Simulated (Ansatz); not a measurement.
Born–Oppenheimer molecular dynamics of Cl₂FH₃OSi₂ (9 atoms, charge 0, multiplicity 1). It starts from a relaxed structure.

Theory: RKS PBE/def2-SVP in Ansatz 0.2.0.

```json
{"ensemble": "NVE (velocity Verlet)", "time step": "0.25 fs", "steps asked": "250", "starting velocities drawn for": "300 K", "seed": "785745"}
```

First frame:

```xyz
9
Properties=species:S:1:pos:R:3
Si -0.034 -0.026 -0.103
O -0.272 -0.160 1.506
Si -1.392 -0.411 2.745
H -2.544 -1.224 2.226
H -0.688 -1.145 3.844
H -1.882 0.919 3.238
F 1.556 0.104 -0.367
Cl -0.942 1.653 -0.852
Cl -0.713 -1.691 -1.091
```

How far do the bonds stretch over the last three quarters of this one trajectory? (Pairs bonded in most of those frames.)


```json
{"bond": "Si1–O2", "mean (Å)": "1.637", "spread (Å)": "0.019", "shortest": "1.61", "longest": "1.67"}
{"bond": "Si1–F7", "mean (Å)": "1.623", "spread (Å)": "0.020", "shortest": "1.59", "longest": "1.65"}
{"bond": "Si1–Cl8", "mean (Å)": "2.053", "spread (Å)": "0.012", "shortest": "2.03", "longest": "2.07"}
{"bond": "Si1–Cl9", "mean (Å)": "2.052", "spread (Å)": "0.005", "shortest": "2.04", "longest": "2.06"}
{"bond": "O2–Si3", "mean (Å)": "1.688", "spread (Å)": "0.018", "shortest": "1.66", "longest": "1.71"}
{"bond": "Si3–H4", "mean (Å)": "1.503", "spread (Å)": "0.018", "shortest": "1.48", "longest": "1.53"}
{"bond": "Si3–H5", "mean (Å)": "1.505", "spread (Å)": "0.053", "shortest": "1.43", "longest": "1.58"}
{"bond": "Si3–H6", "mean (Å)": "1.501", "spread (Å)": "0.019", "shortest": "1.47", "longest": "1.53"}
```

Mean temperature of the second half: 143 K. The conserved energy stayed within 0.022 meV per atom of its start (net change 0.0082 meV per atom), so the integration is sound. Over the second half the temperature averaged 0.48 of the 300 K drawn at the start: a run that starts near a minimum puts about half its kinetic energy into the potential. A run of 0.062 ps of so small a system gives no equilibrium averages.

The run took 5.6 min on 4 threads of Arm Neoverse V1, with other jobs on the host, peak memory 0.17 GiB.
